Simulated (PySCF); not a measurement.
**PdBr₂, triplet: structure and spectrum**

Computed with UPBE0/[Pd def2-SVP with ECP28, Br def2-SVP], scalar-relativistic core potentials, density fitting, no spin–orbit coupling, PySCF.

The structure is a minimum.

Coordinates in bohr (charge 0 multiplicity 3):
```
Pd    0.0000    0.0000    0.0000
Br    0.0000    0.0000    4.4015
Br    0.0000    0.0000   -4.4015
```

```json
{
 "Point group": "D∞h",
 "Bond lengths": "Pd–Br 2.329 Å (×2)",
 "Bond angles": "Br–Pd–Br 180.0°",
 "Entropy at 298.15 K and 1 bar (electronic part: spin only)": "325.4 J/(mol K)",
 "Rotational symmetry number": "2",
 "Atomisation energy without zero-point energy": "456 kJ/mol",
 "Dipole moment": "0.00 D",
 "Zero-point energy": "3.7 kJ/mol",
 "Enthalpy at 298.15 K above 0 K": "15.61 kJ/mol",
 "Principal quadrupole moments (Buckingham, traceless) about the centre of mass": "-1.75, 0.87, 0.87 D Å",
 "Highest occupied level (β)": "-8.17 eV",
 "Lowest empty level (β)": "-5.52 eV",
 "Spin squared ⟨S²⟩": "2.008",
 "Principal polarisabilities": "40.3, 40.3, 161.8 bohr³",
 "Rotational constants": "0.01969 cm⁻¹",
 "Heat capacity Cp at 298.15 K": "60.1 J/(mol K)"
}
```

Harmonic modes (masses in u: Pd 105.903, Br 78.918):
```json
{"symmetry": "πu", "ω (cm⁻¹)": "39", "IR (km/mol, summed over degenerate members)": "1.9", "type": "bend"}
{"symmetry": "σg+", "ω (cm⁻¹)": "214", "IR (km/mol, summed over degenerate members)": "0.0", "type": "stretch"}
{"symmetry": "σu+", "ω (cm⁻¹)": "328", "IR (km/mol, summed over degenerate members)": "51.1", "type": "stretch"}
```

In D∞h the vibrations span πu + σg+ + σu+. The σg+ mode carries no infrared intensity, as symmetry demands. With a centre of inversion only u modes can be infrared active and only g modes Raman active.

Charges (e):
```tsv
atom	Mulliken	Löwdin	polar tensor	spin (Mulliken)	Mayer order to Pd1
Pd1	0.16	-0.39	0.78	1.07	–
Br2,3	-0.08	0.20	-0.39	0.46	1.29
```

Mulliken populations on Pd1 (electrons outside its core potential): s 2.72, p 6.30, d 8.82, f 0.00.

Outer orbital energies (eV). α occupied: -9.95, -9.95, -9.79, -9.48, -9.48, -8.60, -8.60, -8.43; empty: -0.56, 0.31, 0.31, 1.35. β occupied: -9.89, -9.89, -9.61, -9.31, -9.31, -8.63, -8.63, -8.17; empty: -5.52, -5.52, -0.40, 0.36.

Formally Pd is in oxidation state +2, d8, with 2 unpaired electrons (the high-spin count). The Mulliken spin on Pd is 1.07. The polar-tensor charge on Pd, 0.78, is far below the formal one.

Only a few start shapes were tried, so a lower isomer may exist. Open d and f shells are described by one determinant, and the ground state may have another occupation or spin.

The final relaxation and frequency run took roughly 110 core-seconds on a shared host.
